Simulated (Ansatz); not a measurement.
Ideal-gas functions of C3H3LiO2, SMILES `[Li-]1[O]C=CC=[O+]1` at 500 K and 1 bar, from an Ansatz frequency run at PBE0-D4/def2-TZVP.

Molar mass 78.0 g/mol, point group C2v (symmetry number 2), electronic degeneracy 1, moments of inertia 68.747, 112.762, 181.508 u Å². Harmonic wavenumbers (cm⁻¹, unscaled): 197, 255, 266, 421, 501, 582, 654, 792, 932, 1010, 1010, 1054, 1152, 1385, 1422, 1534, 1561, 1698, 3000, 3001, 3216.

Use S(trans) = R[1.5 ln M + 2.5 ln T − 1.1517]; rotational temperatures θ = 24.2544 K / I; S(rot) = R[ln(√π/σ · √(T³/θAθBθC)) + 1.5]; for each mode x = 1.438777 ν̃/T, S = R[x/(eˣ − 1) − ln(1 − e⁻ˣ)] and H = RT x/(eˣ − 1); 1 cm⁻¹ = 0.0119627 kJ/mol; R = 8.31446 J/(mol·K).

**Question.** By hand: the entropy, in J/(mol·K).

**Answer.** Translation 173.9. Rotation: θ = 0.3528, 0.2151, 0.1336 K, giving 108.1. Vibration, mode by mode: 13.14, 11.07, 10.74, 7.21, 5.96, 4.94, 4.18, 3.06, 2.23, 1.87, 1.87, 1.69, 1.35, 0.78, 0.72, 0.55, 0.52, 0.37, 0.01, 0.01, 0.01, in all 72.3. Electronic 0.0. Sum 354.3 J/(mol·K).

**Question.** By hand: H − E and G − E in kJ/mol, counted from the electronic energy.

**Answer.** Zero-point energy ½ × 25643 × 0.0119627 = 153.4; thermal vibration 21.3; translation, rotation and pV give 4 RT = 16.6. H − E = 191.3 kJ/mol, and G − E = 191.3 − 500 × 354.3/1000 = 14.2 kJ/mol.

Vibration gives 20 % of the entropy.
